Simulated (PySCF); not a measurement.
TlI, SMILES [I][Tl]. Coordinates come from a PBE-D3(BJ)/def2-TZVP optimisation. The def2 effective core potentials stand for the cores of I, Tl; spin–orbit coupling is left out.

Computed with PBE-D3(BJ)/def2-TZVP in PySCF 2.14.0.

Harmonic wavenumbers (cm⁻¹): 143. Rotational constants (GHz): 0.7885 (linear); symmetry number 1.

Question: Work out the zero-point energy and the ideal-gas rigid-rotor harmonic-oscillator thermochemistry at 298.15 K and 1 atm.

Answer: ZPE = ½ Σ hcν = ½ × 143 cm⁻¹ = 0.21 kcal/mol. H − E(el) = 2.69 kcal/mol. Entropy in cal/(mol K): translation 43.29, rotation 19.82, vibration 2.76, total 65.86. G − E(el) = -16.95 kcal/mol. Cp = 8.86 cal/(mol K). Modes under 150 cm⁻¹ make the vibrational entropy uncertain.
